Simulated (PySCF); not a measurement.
## Cl²⁺ (chlorine, charge +2) across methods

[Ne] 3s1 3p4, high-spin 4P determinant (an excited configuration). All numbers are calculated (PySCF 2.14, the spin-free X2C one-electron Hamiltonian (Gaussian nucleus), in dyall-acv3z (19s12p6d4f, 113 functions)).

```tsv
method	E (hartree)	mean ε 3s α (eV)	mean ε 3p α (eV)	mean ε 3p β (eV)	Σ⟨r²⟩ (bohr²)	⟨S²⟩
LDA	-458.2421	-46.928	-33.627	-30.219	15.83	3.751
PBE	-459.5846	-47.120	-33.668	-30.263	15.79	3.752
BHandHLYP	-459.7634	-52.953	-37.119	-32.633	15.85	3.752
HSE06	-459.6322	-49.782	-35.135	-31.066	15.80	3.752
r2SCAN	-459.7469	-48.545	-34.360	-30.317	15.80	3.753
PBE0	-459.6130	-50.213	-35.561	-31.462	15.80	3.752
PBEsol	-458.8919	-47.003	-33.598	-30.110	15.80	3.752
UHF	-459.16359	-58.707	-40.483	-33.561	15.97	3.755
```
